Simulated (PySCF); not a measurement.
# Working out the ionisation energy of O⁺

O⁺ [He] 2s2 2p3 (4S) → O²⁺ [He] 2s2 2p2 (3P). Calculation: PySCF 2.14, in cc-pVDZ (3s2p1d, 14 functions); the non-relativistic Hamiltonian (point nucleus). Frozen: 1s2. Energies in hartree (1 hartree = 27.21139 eV):

| part | O⁺ (lower) | O²⁺ (upper) |
| --- | --- | --- |
| UHF | -74.352468 | -73.081026 |
| CCSD correlation | -0.084784 | -0.077832 |
| (T) | -0.000526 | -0.000601 |

**Question.** What does Hartree-Fock give?

**Answer.** (-73.081026) − (-74.352468) = 1.271442 hartree = 34.598 eV.

**Question.** What do CCSD and CCSD(T) give?

**Answer.** The CCSD correlation energies differ by 0.006952 hartree = 0.189 eV and the triples by -0.000075 hartree = -0.002 eV, so CCSD gives 34.787 eV and CCSD(T) 34.785 eV.

Reference: 35.121 eV (measured; NIST Atomic Spectra Database, ionization energies), between the lowest levels; spin-orbit coupling is absent from the calculation.

A double-zeta basis recovers only part of the correlation energy.

What remains against the reference includes basis incompleteness, the frozen core and higher excitations.
